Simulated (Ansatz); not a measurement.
Ga5As4. Total charge 0; doublet. Geometry PBE-D4/def2-SVP, that of the charge +1 singlet; atoms count from 1.

```xyz
9

Ga   -0.152    1.208    2.100
Ga    2.742    0.624   -2.534
Ga    2.157   -1.150    1.165
Ga   -3.124   -2.388    0.243
Ga   -0.715    2.380   -1.074
As   -2.010    0.263    0.114
As    1.628    1.189   -0.215
As    0.047   -0.619   -1.035
As   -0.572   -1.506    1.236
```

The gap within one spin of the charge 0 doublet nearly closes, so an electron or hole may be smeared out by delocalisation error. The structure comes from a short search, and lower isomers may exist.

Problem. Estimate the Mulliken populations from the PBE/def2-SVP orbitals of Ansatz.

Solution. 
```tsv
atom	charge (e)	spin (α − β)
Ga1	0.15	0.04
Ga2	0.13	0.35
Ga3	0.17	0.09
Ga4	0.20	0.20
Ga5	0.16	0.09
As6	-0.19	0.01
As7	-0.32	0.00
As8	-0.07	0.07
As9	-0.23	0.15
```
Mulliken values depend strongly on the basis.

Problem. Where does the spin sit?

Solution. Summed by element: Ga 0.78, As 0.22, of 1 unpaired in all. Largest on single atoms: Ga2 0.35, Ga4 0.20, As9 0.15.

Problem. And the Mayer bond orders between heavy atoms (over 0.3)?

Solution. Ga1–As6 0.36 (2.88 Å); Ga1–As7 0.39 (2.92 Å); Ga1–As9 0.36 (2.88 Å); Ga2–As7 0.63 (2.63 Å); Ga3–As7 0.47 (2.77 Å); Ga3–As9 0.42 (2.75 Å); Ga4–As6 0.42 (2.88 Å); Ga4–As9 0.49 (2.88 Å); Ga5–As6 0.42 (2.75 Å); Ga5–As7 0.47 (2.77 Å); As6–As8 0.83 (2.52 Å); As6–As9 0.73 (2.54 Å); As7–As8 0.89 (2.54 Å); As8–As9 0.71 (2.52 Å).
